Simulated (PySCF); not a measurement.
## Excitation energy of Nd by level of theory

Nd [Xe] 4f4 6s2 (high-spin determinant) → Nd [Xe] 4f4 6s1 6p1 (high-spin determinant), as a difference of total energies. All numbers are calculated (PySCF 2.14, scalar relativity by spin-free X2C-1e, in cc-pVDZ-X2C (8s7p5d3f1g, 84 functions)). Correlated levels: valence: [Kr] 4d10 frozen. The calculations carry no spin-orbit coupling.

| method | excitation energy (cm⁻¹) |
| --- | --- |
| UHF | 6986.4 |
| MP2 (valence) | 13778 |
| SCS-MP2 (valence) | 14333 |
| CCSD (valence) | 13201 |
| CCSD(T) (valence) | 13924 |

A first-order spin-orbit estimate (lowest level to lowest level, LS coupling) adds -0.049 eV.

The basis was made for the ground configuration and has no added diffuse functions, so the excitation energy can come out too high.

The determinant of the lower state and of the upper state mixes LS terms, which raises its energy above the lowest term, most at the Hartree-Fock and MP2 levels.
